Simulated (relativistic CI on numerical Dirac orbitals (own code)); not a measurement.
## Cd⁴⁴⁺: sensitivity of the levels to the model

Base calculation: Dirac-Coulomb-Breit CI, orbitals from a KLI potential per configuration, QED by a radiative potential, unscaled Slater integrals.

Configuration list (outside the closed core 1s2): 2s², 2s2p, 2p², 2p3s, 2p3p, 2s3s, 2s3p, 2s3d, 2s4s, 2s4p, 2s4d, 2s4f, 2s5s, 3s², 2s5p, 2s5d, 2s5f, 2s5g, 3s3p, 3p². Levels of other configurations are missing.

Variants: (1) valence Slater integrals scaled by 0.9; (2) QED terms removed; (3) one mean potential for all configurations. Shifts of the energy above 2s² ¹S0, in eV, for the lowest level and the first level of each name with at least 55 % of one term (blank where a level changes its place among those of its configuration and J or its character, or is not in the variant):

```csv
Level,Base,Δ(1),Δ(2),Δ(3)
2s² ¹S0,0.00,0.00,0.00,0.00
2s2p ³P°0,89.22,+0.21,+4.03,+0.04
2s2p ³P°1,108.45,-1.41,+4.03,+0.04
2p² ³P0,258.51,-2.94,+8.12,+0.21
2s2p ³P°2,307.93,+0.27,+3.63,+0.04
2s2p ¹P°1,365.96,-5.89,+3.65,+0.03
2p² ³P1,452.59,-0.38,+7.87,+0.18
2p² ¹D2,466.88,-1.94,+7.87,+0.18
2p² ³P2,679.75,-1.35,+7.47,+0.14
2p² ¹S0,723.84,-6.06,+7.43,+0.14
2s3s ³S1,4181.47,-0.90,+2.82,+0.01
2s3s ¹S0,4199.86,-2.57,+2.87,-0.01
2s3p ³P°0,4225.42,-1.46,+4.03,-0.01
2s3p ³P°1,4226.28,-1.53,+4.04,-0.01
```

At this charge energies of transitions that change n are usually good to better than 1 %, and those within a shell (Δn = 0) to a few per cent.

Ionisation energy from the two ground configurations alone: base 7407.13 eV; QED terms removed 7411.33 eV. The NIST ASD value (semi-empirical) is 7414 eV.

LS names give the leading component of a level, which can be under half, so a name can repeat, a term be missing and a line seem to break the LS rules.
